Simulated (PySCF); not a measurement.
Basis-set dependence of KH at PBE0

PySCF, UKS reference; singlet, unpaired electrons none; De to K + H without counterpoise correction.

```csv
basis,relativity,functions,Re (Å),ωe (cm⁻¹),De (eV),μ (D)
def2-SVP,no relativity,29,2.275,978,1.60,-7.86
x2c-TZVPall,spin-free X2C,39,2.260,976,1.65,-7.77
def2-TZVPP,no relativity,47,2.261,977,1.66,-7.78
```

Problem. How does each smaller set differ from the one with most functions, def2-TZVPP?

Solution. def2-SVP: +1.4 pm, +0.1 % in ωe, -0.06 eV in De; x2c-TZVPall: -0.1 pm, -0.1 % in ωe, -0.01 eV in De. All at PBE0; the set with most functions is neither the basis-set limit nor always the best. The rows treat relativity differently, so the differences are not basis effects alone.

A positive dipole means K(−)H(+). Measured (Huber and Herzberg, Constants of Diatomic Molecules (1979)): Re = 2.2425 Å, ωe = 983.6 cm⁻¹.
